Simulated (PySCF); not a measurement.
Ionisation energy of Mn²⁺ by level of theory

Mn²⁺ [Ar] 3d5 (6S) → Mn³⁺ [Ar] 3d4 (5D), as a difference of total energies. All numbers are calculated (PySCF 2.14, no relativity, point nucleus, in dyall-av2z). Correlated levels: valence: [Ar] frozen; virtual orbitals above 40 to 60 times the deepest correlated orbital energy dropped. The calculations carry no spin-orbit coupling.

Order these methods by the ionisation energy they give, lowest first.
A. MP2 (valence)
B. CCSD(T) (valence)
C. SCS-MP2 (valence)
D. UHF

D (32.604 eV), C (32.857 eV), A (33.362 eV), B (33.403 eV).

A first-order spin-orbit estimate (lowest level to lowest level, LS coupling) adds -0.070 eV.

These non-relativistic numbers lack the scalar-relativistic shift.

Errors of the correlated levels include the incompleteness of this basis and the frozen core.

For comparison: 33.668 ± 0.012 eV (measured; NIST Atomic Spectra Database, ionization energies).
